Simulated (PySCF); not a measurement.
Compound: C6H8O2S.
Geometry (GFN2-xTB, Å), atoms numbered from 1 in this order:
```xyz
17
C6H8O2S angstrom
C      3.6378    0.0321    0.4099
C      2.4693    0.1455   -0.1909
O      1.3411   -0.4403    0.3445
C      0.1836   -0.3270   -0.3098
O      0.0351    0.2375   -1.3604
C     -0.9367   -0.9887    0.4806
C     -1.8495    0.1001    0.9681
C     -2.7520    0.6932   -0.0473
S     -1.7862    0.6085    2.5074
H      4.5132    0.4925   -0.0064
H      3.7438   -0.5172    1.3283
H      2.3022    0.6845   -1.1147
H     -0.5047   -1.5389    1.3153
H     -1.4742   -1.6578   -0.1942
H     -2.1732    0.9556   -0.9352
H     -3.2574    1.5721    0.3435
H     -3.4994   -0.0398   -0.3554
```

A PySCF run (density fitting, gas phase, GFN2-xTB geometry) gave HOMO -5.36 eV, LUMO -3.18 eV, dipole 1.80 D.

Question: Which of these levels was it?
A. BHandHLYP/6-31G*
B. PBE0/pcSseg-1
C. PBE0/3-21G
D. B97-2/ANO-RCC-VDZP
E. HCTH407/pcSseg-1

Answer: E. It is HCTH407/pcSseg-1. All candidates on this geometry:

| level and settings | kind | basis functions | SCF cycles | E (Eh) | HOMO (eV) | LUMO (eV) | dipole (D) |
| --- | --- | --- | --- | --- | --- | --- | --- |
| HCTH407/pcSseg-1, energy threshold 1e-07 Eh | GGA | 200 | 12 | -782.0033 | -5.36 | -3.18 | 1.80 |
| B97-2/ANO-RCC-VDZP | global hybrid | 170 | 15 | -781.8048 | -6.21 | -2.27 | 1.83 |
| PBE0/pcSseg-1 | global hybrid | 200 | 15 | -781.4242 | -6.51 | -2.24 | 1.83 |
| PBE0/3-21G, fitting basis def2-qzvpp-jkfit | global hybrid | 101 | 12 | -777.3943 | -6.38 | -2.02 | 2.20 |
| BHandHLYP/6-31G* | global hybrid | 146 | 14 | -781.8087 | -7.47 | -0.98 | 2.02 |

The nearest other candidate, by the summed differences of HOMO and LUMO, is B97-2/ANO-RCC-VDZP: its HOMO differs by -0.85 eV and its LUMO by +0.91 eV. Cycle counts include a coarse-grid stage where the run had one. All basis functions are spherical, in the Pople sets too. ANO-RCC sets were contracted for a scalar-relativistic Hamiltonian, but ran non-relativistically here.
